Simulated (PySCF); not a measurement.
Isomers of C3H10GeSi and their computed core-level spectra.

Theory: delta-SCF UKS SCAN, pcX-2 on the ionised atom, pcseg-1 elsewhere, spin-free X2C (PySCF). Geometries: PBE0-D3(BJ)/def2-SVP; isolated species, one conformer each.

Line lists (1s up to Mg, 2p3/2 beyond, nothing for Ge; areas count atoms within a level, one atom standing for each set equivalent by bonding):
1. C 1s: 289.93 (area 1), 290.15 (area 1), 290.40 (area 1) eV; Si 2p3/2: 106.57 eV
2. C 1s: 290.06 (area 1), 290.10 (area 1), 290.41 (area 1) eV; Si 2p3/2: 106.14 eV
3. C 1s: 290.20 (area 1), 290.59 (area 2) eV; Si 2p3/2: 106.37 eV

Structures:
A. `C=C[Si@H](C)[GeH3]`
B. `[SiH3][GeH2][CH]1CC1`
C. `C=[CH][GeH2][CH2][SiH3]`

Question: Match each list to its structure.

Answer: 
- 1 = C: another candidate has the same counts of sites, so positions decide. C 1s: 289.93 sp3 carbon bound to silicon, 290.15 alkene CH carbon, 290.40 terminal =CH2 carbon; Si 2p3/2: 106.57 SiH3 silicon.
- 2 = A: another candidate has the same counts of sites, so positions decide. C 1s: 290.06 alkene CH carbon, 290.10 Si-methyl carbon, 290.41 terminal =CH2 carbon; Si 2p3/2: 106.14 SiH silicon.
- 3 = B: no other candidate has these counts of sites. C 1s: 290.20 sp3 carbon bound to germanium, 290.59 three-membered-ring carbon (×2); Si 2p3/2: 106.37 SiH3 silicon.

The 2p values aren't plain energy differences: one relaxed spin-free 2p hole is combined with a matrix within the shell (ground-state 2p orbital-energy differences and spin–orbit coupling). 2p3/2, the mean of its two sublevels, lies a third of the splitting below the shell's mean and 2p1/2 two thirds above it; the statistical areas are 2:1.
